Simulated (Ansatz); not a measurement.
Reaction (formal exchange of groups at a B–H bond): `B1N[SiH2]1` + `C=C(CC)CC` → `CB1N[SiH2]1` + `C=C(C)CC`

Computed with Ansatz on PBE0-D4/def2-TZVP structures; ΔE is electronic, products minus reactants. CCSD(T)/CBS adds triple-zeta CCSD(T) − MP2 to the extrapolated MP2 energy (def2 sets, frozen cores). Each species was taken in one conformer, which may not be the lowest.

| species | CCSD/def2-SVP energy (Eh) |
| --- | --- |
| `B1N[SiH2]1` | -370.61388 |
| `C=C(CC)CC` | -234.93949 |
| `CB1N[SiH2]1` | -409.79372 |
| `C=C(C)CC` | -195.77751 |

Problem. Work out ΔE.

Solution. ΔE = (-409.79372) + (-195.77751) − (-370.61388) − (-234.93949) = -0.01786 Eh = -0.49 eV. CCSD(T)/CBS gives -0.52 eV.

Largest T1 diagnostic among the species: 0.014.

The D4 term adds +0.04 eV with B3LYP and +0.02 eV with PBE0; it sums over pairs of atoms, weighted by their polarisabilities, and B3LYP, whose exchange is more repulsive, gets the larger term. At CCSD(T), def2-SVP lies +0.04 eV from the extrapolated value and def2-TZVPP −0.00 eV. Leaving LDA and LC-ωPBE aside and taking each functional with its dispersion term where it has one, the values, not all of them listed here, spread over 0.10 eV, from B97M-V to ωB97X-V. LDA lies +0.04 eV from PBE without D4.

B3LYP here is the variant with VWN-RPA as its local correlation; programs differ in this.
